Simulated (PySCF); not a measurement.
## Radial density of Ru(2+) (ruthenium, charge +2)

UHF, [Kr] 4d5 5p1, high-spin 7P determinant (an excited configuration). Computed with PySCF 2.14 in def2-TZVPPD with the def2 core potential (28 electrons) (6s4p3d2f1g, 56 functions), with a scalar-relativistic core potential. This is the valence pseudo-density: the core potential removes the inner electrons and smooths the orbitals near the nucleus.

```
r (bohr)  4πr²ρ (e/bohr)  4πr²(ρα − ρβ)
  0.0400       1.084e-05         0.0000
  0.0673       4.941e-05         0.0000
   0.113       0.0003287         0.0000
   0.190        0.003798         0.0010
   0.320         0.09432         0.0252
   0.539           2.631         0.5171
   0.906           13.25         3.3485
    1.52           6.610         3.2872
    2.56          0.9747         0.8946
    4.31          0.2126         0.2125
    7.25        0.003208         0.0032
```

Energies and moments cover only the electrons outside the core potential.
